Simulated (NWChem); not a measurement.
# CH4F3NSi; SMILES NC[Si](F)(F)F

```xyz
10

N     -0.1047     2.3853     0.0000
C      0.8506     1.2826     0.0000
Si     0.0522    -0.3910     0.0000
F     -0.8990    -0.5593    -1.2858
F      1.0785    -1.6256     0.0000
F     -0.8990    -0.5593     1.2858
H     -0.7099     2.3462    -0.8176
H     -0.7099     2.3462     0.8176
H      1.5190     1.3717    -0.8736
H      1.5190     1.3717     0.8736
```
Atoms are numbered in this order, from 1.

Level: PBE0/def2-SVP (NWChem), optimised geometry, unscaled harmonic frequencies. 

```
frequency (cm⁻¹)  IR intensity (km/mol)
----------------  ---------------------
56                                  0.7
112                                 3.8
193                                 8.1
258                                10.0
289                                56.3
325                                10.6
337                                37.0
415                                50.0
678                                 4.0
730                                 4.2
838                               334.3
900                                71.5
976                               170.4
984                               168.9
1087                               22.0
1113                                9.6
1288                                2.3
1368                                0.3
1414                                9.8
1641                               24.3
3064                                8.1
3120                                2.6
3546                                4.4
3634                               10.0
```

```json
{
 "zero_point_energy": "40.5 kcal/mol",
 "thermal correction to the enthalpy at 298.15 K (with zero-point energy)": "45.8 kcal/mol",
 "heat capacity Cv": "24.3 cal/(mol K)",
 "entropy at 298.15 K and 1 atm (symmetry number 1)": "85.4 cal/(mol K)",
 "dipole_moment": "1.43 D"
}
```

Rigid rotor and harmonic oscillator; modes under 100 cm⁻¹ make the entropy uncertain.
